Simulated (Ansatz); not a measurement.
Reaction (substitution at a C–C bond): `CCC(O)O` + `[SiH3]S` → `CCS[SiH3]` + `OCO`

Isolated molecules relaxed with PBE0-D4/def2-TZVP in Ansatz; ΔE leaves out vibrations. CCSD(T)/CBS adds triple-zeta CCSD(T) − MP2 to the extrapolated MP2 energy (def2 sets, frozen cores). This one scheme is used for every species. Functionals use def2-TZVPP. One conformer a species, not always the lowest.

Task: Is it downhill or uphill in electronic energy at CCSD(T)/CBS, and by how much? (Best estimate.)

Result: Ansatz gave: Uphill: ΔE = +7.3 kcal/mol.

Task: What do these levels give: PBE-D4, ωB97X-V, PBE0, CCSD(T)/def2-TZVPP, MP2/def2-QZVPP, CCSD/CBS(def2)? (An estimate is asked.)

Result: The calculation gave: PBE-D4 5.9, ωB97X-V 7.7, PBE0 6.9, CCSD(T)/def2-TZVPP 8.0, MP2/def2-QZVPP 6.7, CCSD/CBS(def2) 7.6 kcal/mol.

Largest T1 diagnostic among the species: 0.011.

From PBE to PBE0 (25 % exact exchange), in def2-TZVPP and without D4, ΔE moves by +0.7 kcal/mol.
